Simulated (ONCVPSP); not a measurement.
Scattering properties, ONCV potential for niobium

```json
{
  "Element": "Nb (Z = 41)",
  "Generator": "ONCVPSP 4.0.1",
  "Type": "optimised norm-conserving Vanderbilt (ONCV)",
  "Functional": "PBE",
  "Relativity": "scalar-relativistic",
  "Frozen core": "[Ar] 3d10",
  "Valence charge": "13",
  "Reference configuration": "4s2 4p6 4d4 5s0.5 (charge +0.5)",
  "Partial waves": "4s+5s: rc 1.90 bohr, ncon 4, nbas 7, qcut 6.6 1/bohr, 2 projectors; 4p: rc 1.70 bohr, ncon 3, nbas 8, qcut 8.5 1/bohr, 3 projectors, debl 3.5 Ha; 4d: rc 1.70 bohr, ncon 4, nbas 8, qcut 6.5 1/bohr, local",
  "Local potential": "the d channel",
  "Core correction": "Teter function, fcfact 2.5, rcfact 1.3"
}
```

The phase is arctan(r·R′/R) of the radial function R(r), unwrapped; energies in Ha, scanned from -4 to 5 Ha. A pole is an energy at which the radial function vanishes at the test radius. The pseudo phase is shifted by a multiple of π to meet the all-electron one at the reference energy, and phase errors are pseudo minus all-electron; the curves can meet again beyond the range given. Levels narrower than the energy grid can be missing from the lists of poles.

Question: For each channel, where are the poles, and over which energies does the pseudopotential scatter like the atom?

Answer:

| channel | radius (bohr) | reference energy (Ha) | poles, all-electron | poles, pseudo | unbroken range about the reference energy with phases within 0.05 rad | phase error 1 Ha above the reference energy (rad) |
| --- | --- | --- | --- | --- | --- | --- |
| s | 1.93 | -0.24 | -1.95, 4.72 | -1.95, 4.76 | the whole range | +0.002 |
| p | 1.73 | -1.38 | -0.49 | -0.49 | the whole range | -0.000 |
| d | 1.73 | -0.22 | 1.39 | 1.40 | below 4.0 | +0.001 |

Phases in the p channel:

```
E (Ha)  all-electron  pseudo
 -3.98         1.209   1.209
 -3.50         1.138   1.138
 -3.02         1.011   1.011
 -2.54         0.719   0.719
 -2.06        -0.127  -0.127
 -1.58        -1.056  -1.056
 -1.10        -1.391  -1.391
 -0.62        -1.542  -1.542
 -0.14        -1.637  -1.637
  0.34        -1.716  -1.716
  0.82        -1.797  -1.797
  1.30        -1.903  -1.903
  1.78        -2.070  -2.070
  2.26        -2.404  -2.404
  2.74        -3.119  -3.119
  3.22        -3.866  -3.866
  3.70        -4.220  -4.220
  4.18        -4.388  -4.388
  4.66        -4.483  -4.483
```
